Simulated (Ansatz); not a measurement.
Ansatz (a program for electronic structure) input file for GeH₂, SMILES [GeH2] (connectivity only; charge and spin as stated), neutral, multiplicity 1, PBE-D3(BJ)/def2-TZVPD. 

Ansatz 0.2 input:
```yaml
crystal:
  periodic: [false, false, false]
  atoms:
    - {symbol: Ge, position_ang: [0.00000000, -0.00000000, 0.06589057]}
    - {symbol: H, position_ang: [0.00000000, -1.13398621, -1.05424917]}
    - {symbol: H, position_ang: [0.00000000, 1.13398621, -1.05424917]}
basis:
  gaussian:
    orbitals: def2-TZVPD
hamiltonian:
  xc: pbe
  dispersion: d3bj
relax: {f_tol: 0.002, max_steps: 200}
```

Output:

```
WARN ansatz: RAYON_NUM_THREADS=1 ignored (pool sized by the plan → 1); use --threads N
Functional definition: PBE
integrals: 0.01 GiB planned
475 factors; their error is unknown
mean field: 0.13 GiB planned
mean field evaluation 1: about -56539.5168 eV, gradient 2.3e1 eV
mean field evaluation 2: about -56539.4850 eV, gradient 2.7e1 eV
mean field evaluation 4: about -56540.4290 eV, gradient 6.1e-1 eV
mean field evaluation 8: about -56540.4253 eV, gradient 3.9e-2 eV
mean field -56540.42533436 eV, -2077.8223065610 hartree, gradient 1.9e-5 eV, S^2 0.000000; 0 other end points of the search recorded, 0 dependent functions left out
the calculation of the forces begins
reference -56540.42536171 eV, -2077.8223075662 hartree; 17, 17 occupied and 55, 55 virtual orbitals, 475 factors
relax step   1: F+E_penalty+E_count = -56540.44981013 eV  Δ(F+E_penalty+E_count) = +0.000e0 eV  max|allowed force component| = 3.241e-1 eV/Å  Δτ_max = 0.0000 Å  (23 SCF iters, accepted)
these checks for a lower state are left out or cut short: starts, cluster_reference, orbital_swaps, neighbouring_geometries, increment
integrals: 0.01 GiB planned
475 factors; their error is unknown
mean field: 0.13 GiB planned
mean field evaluation 16: about -56540.4340 eV, gradient 1.7e-3 eV
mean field -56540.42855158 eV, -2077.8224247915 hartree, gradient 5.6e-5 eV, S^2 0.000000; 0 other end points of the search recorded, 0 dependent functions left out
the calculation of the forces begins
reference -56540.42857899 eV, -2077.8224257989 hartree; 17, 17 occupied and 55, 55 virtual orbitals, 475 factors
relax step   2: F+E_penalty+E_count = -56540.45306135 eV  Δ(F+E_penalty+E_count) = -3.251e-3 eV  max|allowed force component| = 4.181e-2 eV/Å  Δτ_max = 0.0149 Å  (25 SCF iters, accepted)
these checks for a lower state are left out or cut short: starts, cluster_reference, orbital_swaps, neighbouring_geometries, increment
integrals: 0.01 GiB planned
475 factors; their error is unknown
mean field: 0.13 GiB planned
mean field -56540.42881336 eV, -2077.8224344119 hartree, gradient 5.4e-5 eV, S^2 0.000000; 0 other end points of the search recorded, 0 dependent functions left out
the calculation of the forces begins
reference -56540.42884081 eV, -2077.8224354204 hartree; 17, 17 occupied and 55, 55 virtual orbitals, 475 factors
relax step   3: F+E_penalty+E_count = -56540.45331825 eV  Δ(F+E_penalty+E_count) = -2.569e-4 eV  max|allowed force component| = 1.036e-2 eV/Å  Δτ_max = 0.0094 Å  (25 SCF iters, accepted)
these checks for a lower state are left out or cut short: starts, cluster_reference, orbital_swaps, neighbouring_geometries, increment
integrals: 0.01 GiB planned
475 factors; their error is unknown
mean field: 0.13 GiB planned
mean field -56540.42882988 eV, -2077.8224350191 hartree, gradient 4.3e-5 eV, S^2 0.000000; 0 other end points of the search recorded, 0 dependent functions left out
the calculation of the forces begins
reference -56540.42885732 eV, -2077.8224360275 hartree; 17, 17 occupied and 55, 55 virtual orbitals, 475 factors
relax step   4: F+E_penalty+E_count = -56540.45333678 eV  Δ(F+E_penalty+E_count) = -1.853e-5 eV  max|allowed force component| = 4.080e-3 eV/Å  Δτ_max = 0.0023 Å  (18 SCF iters, accepted)
these checks for a lower state are left out or cut short: starts, cluster_reference, orbital_swaps, neighbouring_geometries, increment
integrals: 0.01 GiB planned
475 factors; their error is unknown
mean field: 0.13 GiB planned
mean field evaluation 32: about -56540.4343 eV, gradient 4.6e-2 eV
mean field -56540.42883162 eV, -2077.8224350828 hartree, gradient 1.9e-5 eV, S^2 0.000000; 0 other end points of the search recorded, 0 dependent functions left out
the calculation of the forces begins
reference -56540.42885906 eV, -2077.8224360912 hartree; 17, 17 occupied and 55, 55 virtual orbitals, 475 factors
relax step   5: F+E_penalty+E_count = -56540.45333779 eV  Δ(F+E_penalty+E_count) = -1.011e-6 eV  max|allowed force component| = 5.410e-5 eV/Å  Δτ_max = 0.0003 Å  (18 SCF iters, accepted)
integrals: 0.01 GiB planned
475 factors; their error is unknown
mean field: 0.13 GiB planned
mean field -56540.42883162 eV, -2077.8224350828 hartree, gradient 2.1e-5 eV, S^2 0.000000; 1 other end points of the search recorded, 0 dependent functions left out
the calculation of the forces begins
reference -56540.42885906 eV, -2077.8224360912 hartree; 17, 17 occupied and 55, 55 virtual orbitals, 475 factors
Total energy: -56540.45336523 eV, -2077.8233366765 hartree
Atom 0 at     0.000000     0.000000     0.078353 Å, force    -0.000000     0.000000     0.000054 eV/Å
Atom 1 at    -0.000000    -1.138157    -1.060480 Å, force     0.000000    -0.000020    -0.000027 eV/Å
Atom 2 at    -0.000000     1.138157    -1.060480 Å, force     0.000000     0.000020    -0.000027 eV/Å
Dipole moment:    -0.000000     0.000000     0.057274 e Å
```

The run converged.
